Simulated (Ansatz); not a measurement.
`[AlH2][O]P` + `[OH][SbH2]` → `P[O][SbH2]` + `[OH][AlH2]` at 298.15 K and 1 bar (ligand exchange at a P–O bond).

Computed with Ansatz on PBE0-D4/def2-TZVP structures; ΔE is electronic, products minus reactants. CCSD(T)/CBS is the MP2 limit (def2-TZVPP, def2-QZVPP) plus CCSD(T) − MP2 in def2-TZVPP, frozen cores. This one scheme is used for every species. def2 core potentials past Kr. For Sb outer-core shells are correlated without core-valence functions, which leaves a few kJ/mol of doubt a bond. Each species was taken in one conformer, which may not be the lowest.

```tsv
species	CCSD(T)/CBS energy (Eh)	H − E (kJ/mol)	S (J/(mol·K))
`[AlH2][O]P`	-660.56673	110.4	320.0
`[OH][SbH2]`	-316.98030	82.9	277.2
`P[O][SbH2]`	-658.51611	110.1	338.2
`[OH][AlH2]`	-319.03157	82.3	252.8
```

H − E and S are ideal-gas, rigid-rotor, harmonic terms from PBE0-D4/def2-TZVP, for one conformer and one mirror image of each species. 1 Eh = 2625.50 kJ/mol, R = 8.31446 J/(mol·K).

Question: By hand: ΔE, ΔH, ΔS and ΔG.

Answer: ΔE = (-658.51611) + (-319.03157) − (-660.56673) − (-316.98030) = -0.00065 Eh = -1.7 kJ/mol. Δ(H − E) = 110.1 + 82.3 − 110.4 − 82.9 = -0.9, so ΔH = -2.6 kJ/mol. ΔS = 338.2 + 252.8 − 320.0 − 277.2 = -6.2 J/(mol·K). ΔG = -2.6 − 298.15 × (-6.2)/1000 = -0.8 kJ/mol.

Question: By hand: the equilibrium constant, and the temperature at which ΔG would vanish if ΔH and ΔS stayed fixed.

Answer: log₁₀ K = −ΔG/(RT ln 10) = 0.1. ΔG = 0 at ΔH/ΔS = 419 K, though so small a ΔH makes that figure unsure.

TΔS isn't small against ΔH here. The sign of ΔG lies within the doubt. A doubt of 5 kJ/mol in ΔE shifts log₁₀ K by 0.9 here. Other conformers and mirror images would add mixing entropy, several J/(mol·K) or more a flexible species. Modes under 60 cm⁻¹, often nearly free rotors, make the harmonic entropy too high. These are equilibria of isolated gas molecules and say nothing of rates. Largest T1 diagnostic: 0.015 (customary marks: 0.02 for closed shells, 0.045 for open ones).
